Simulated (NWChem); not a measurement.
Species: BeHBr; SMILES [BeH][Br]

Results from NWChem. Pople sets run with spherical d functions. This build's default masses of Se (78.918 u) and Br (79.917 u) are each other's, which moves their modes by up to 0.6 %. B3LYP is NWChem's, with the RPA form of VWN correlation. Each level has its own optimisation; frequencies are unscaled.

```
level                                 r Be–H (Å)  r Be–Br (Å)  highest harmonic frequency (cm⁻¹)  lowest (cm⁻¹)  zero-point energy (kcal/mol)  dipole (D)
------------------------------------  ----------  -----------  ---------------------------------  -------------  ----------------------------  ----------
B3LYP/def2-TZVP                            1.323        1.961                               2183            520                           5.6        0.29
LDA (Slater exchange, VWN5)/def2-SVP       1.342        1.953                               2131            492                           5.4        0.03
BLYP/def2-SVP                              1.327        1.977                               2174            514                           5.5        0.01
BP86/def2-TZVP                             1.336        1.968                               2123            494                           5.4        0.20
B3LYP/6-31G*                               1.323        1.960                               2215            517                           5.6        0.47
```
